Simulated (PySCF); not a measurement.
Electron correlation in Si²⁺ (silicon, charge +2)

[Ne] 3s2, closed-shell 1S. Calculation: PySCF 2.14, in dyall-acv3z (19s12p6d4f, 113 functions); scalar relativity by spin-free X2C-1e. Frozen: [Ne]; 2 electrons correlated; the 23 highest virtual orbitals of each spin left out.

With two correlated electrons CCSD is exact within the correlated space (frozen core and kept virtual orbitals).

```
level  correlation energy (mhartree)
 CCSD                         -45.35
```

Diagnostics: T1 = 0.0064, D1 = 0.0091, largest double amplitude 0.115.

Cost of the coupled-cluster step: about 1.4 core-seconds, for 2 correlated electrons.

Iterations:

```
CC2 = 0
CCSD nocc = 1, nmo = 85
frozen orbitals [0, 1, 2, 3, 4, 90, 91, 92, 93, 94, 95, 96, 97, 98, 99, 100, 101, 102, 103, 104, 105, 106, 107, 108, 109, 110, 111, 112]
max_cycle = 100
direct = 0
conv_tol = 1e-08
conv_tol_normt = 1e-06
diis_space = 8
diis_start_cycle = 0
Init t2, MP2 energy = -288.633917860637  E_corr(MP2) -0.032783204180237
Init E_corr(CCSD) = -0.0327832041833509
cycle = 1  E_corr(CCSD) = -0.0400440616785064  dE = -0.0072608575  norm(t1,t2) = 0.0452379
cycle = 2  E_corr(CCSD) = -0.0429747175703991  dE = -0.00293065589  norm(t1,t2) = 0.0204493
cycle = 3  E_corr(CCSD) = -0.0453566828443016  dE = -0.00238196527  norm(t1,t2) = 0.00958928
cycle = 4  E_corr(CCSD) = -0.0453417010909834  dE = 1.49817533e-05  norm(t1,t2) = 0.000449467
cycle = 5  E_corr(CCSD) = -0.0453484894402163  dE = -6.78834923e-06  norm(t1,t2) = 2.97024e-05
cycle = 6  E_corr(CCSD) = -0.0453472077310668  dE = 1.28170915e-06  norm(t1,t2) = 5.62708e-06
cycle = 7  E_corr(CCSD) = -0.0453471601193423  dE = 4.76117245e-08  norm(t1,t2) = 5.41446e-07
cycle = 8  E_corr(CCSD) = -0.0453471908510836  dE = -3.07317413e-08  norm(t1,t2) = 1.28052e-07
cycle = 9  E_corr(CCSD) = -0.0453471839852959  dE = 6.86578774e-09  norm(t1,t2) = 3.73527e-08
CCSD converged
E(CCSD) = -288.6464818404419  E_corr = -0.04534718398529585
```
